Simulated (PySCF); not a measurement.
## C₆ coefficients of unlike pairs at PBE0

Calculated with PySCF 2.14 from the dipole response of each species, C₆(A,B) = (3/π) ∫ α_A(iu) α_B(iu) du, in atomic units, from isotropic polarisabilities. For ions this is the dispersion term alone; charge-induced terms of lower order in 1/R come first.

```json
{"species": "Kr", "configuration": "[Kr] (1S)", "basis": "aug-cc-pVTZ-PP with one added diffuse shell each of s, d, f type with ECP10MDF (7s5p5d3f)", "relativity": "core potential", "α (bohr³)": "17.44", "C₆ (like pair)": "134.7"}
{"species": "Ar", "configuration": "[Ar] (1S)", "basis": "aug-cc-pCVTZ-DK (8s7p5d3f)", "relativity": "spin-free X2C", "α (bohr³)": "11.03", "C₆ (like pair)": "64.89"}
{"species": "Zr", "configuration": "[Kr] 4d2 5s2 (3F)", "basis": "aug-cc-pwCVDZ-PP with ECP28MDF (6s6p5d3f)", "relativity": "core potential", "α (bohr³)": "126.5", "C₆ (like pair)": "1779"}
{"species": "Cl²⁺", "configuration": "[Ne] 3s2 3p3 (4S)", "basis": "aug-cc-pV(Q+d)Z (7s6p5d3f2g)", "relativity": "none", "α (bohr³)": "5.863", "C₆ (like pair)": "20.84"}
```

Question: Estimate C₆ for Zr with Kr.

Answer: The integral gives 412.4. The combination rule 2 C_A C_B / (C_A α_B/α_A + C_B α_A/α_B) gives 392.1 and the geometric mean 489.6.

No spin-orbit coupling is included.

The other pairs:

```csv
pair,C₆
"Zr, Ar",273.6
"Ar, Kr",93.17
"Cl²⁺, Kr",52.49
"Cl²⁺, Zr",150.0
"Cl²⁺, Ar",36.71
```
